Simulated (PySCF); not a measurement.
# HF beside CCSD(T) along the second period: bonds to Tl

HF and CCSD(T) in PySCF with def2-SVPD on every atom (core potentials on Tl), for the lowest determinant that a PBE0 search found; no spin–orbit coupling.

| molecule | state (unpaired electrons) | HF Re (Å) | HF ωe (cm⁻¹) | HF De (eV) | CCSD(T) Re (Å) | CCSD(T) ωe (cm⁻¹) | CCSD(T) De (eV) |
| --- | --- | --- | --- | --- | --- | --- | --- |
| TlB | triplet (σ ↑, π ↑) | 2.519 | 352 | 0.88 | 2.502 | 344 | 1.35 |
| TlC | quartet (σ ↑, π ↑↑) | 2.346 | 424 | 1.77 | 2.326 | 419 | 2.46 |
| TlN | triplet (π ↑↑) | 2.303 | 440 | -0.14 | ? | ? | ? |
| TlO | doublet (π ↑) | 2.210 | 456 | 1.38 | 2.232 | 440 | 3.02 |
| TlF | singlet (closed shell) | 2.120 | 468 | 3.29 | 2.135 | 461 | 5.13 |

Problem. Estimate the CCSD(T) values of TlN by adding the mean shift from HF to CCSD(T) of the other rows, and compare with the calculation.

Solution. The mean shifts are -0.0 pm, -9 cm⁻¹ and +1.16 eV, which give 2.303 Å, 431 cm⁻¹ and 1.02 eV. CCSD(T)/def2-SVPD gives Re = 2.351 Å, ωe = 385 cm⁻¹, De = 1.23 eV.

Problem. What are the mean differences of HF from CCSD(T) over the whole series?

Solution. Re -1.0 pm, ωe +18 cm⁻¹, De -1.20 eV.

In a basis of this size CCSD(T) is itself not converged; it tends to give bonds that are too long and too weak.

Correlated steps freeze 5 core orbitals. UHF and ROHF references stand side by side, which adds small steps between rows. Correlated levels converge slowly with the basis: in double zeta they bind strong bonds too weakly, by up to about 1 eV, and carry superposition errors of some tenths. These are scalar-relativistic numbers at best; spin–orbit coupling would shift them, the dissociation energy most. Where the molecule has an RHF reference, its open-shell atoms are computed with UHF. A negative De means that the minimum lies above the separated atoms at that level. States were picked by a PBE0 search and need not be the measured ground states.
